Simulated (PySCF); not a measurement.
Al(H)2(nPr) (C₃H₉Al), SMILES CC[CH2][AlH2].

Coordinates come from a B3LYP-D3(BJ)/def2-SVP optimisation. The structure was generated by enumeration; whether it is a known compound was not checked. One conformer was computed; it need not be the lowest.

All values below come from r2SCAN/def2-TZVP (PySCF).

The molecule is in vacuum.

The total energy is -362.08448 hartree. The point group comes out as Cs and the highest occupied level comes out as -6.57 eV. The lowest empty level is -1.71 eV and the orbital gap is 4.86 eV. The dipole moment is 0.154 e·Å and the quadrupole, principal values (traceless, Buckingham form, about the centre of nuclear charge) is -5.82, -2.36, 8.18 D·Å. The mean static polarisability is 66.9 bohr³ (9.91 Å³). The polarisability, principal values is 55.2, 63.6, 81.8 bohr³.
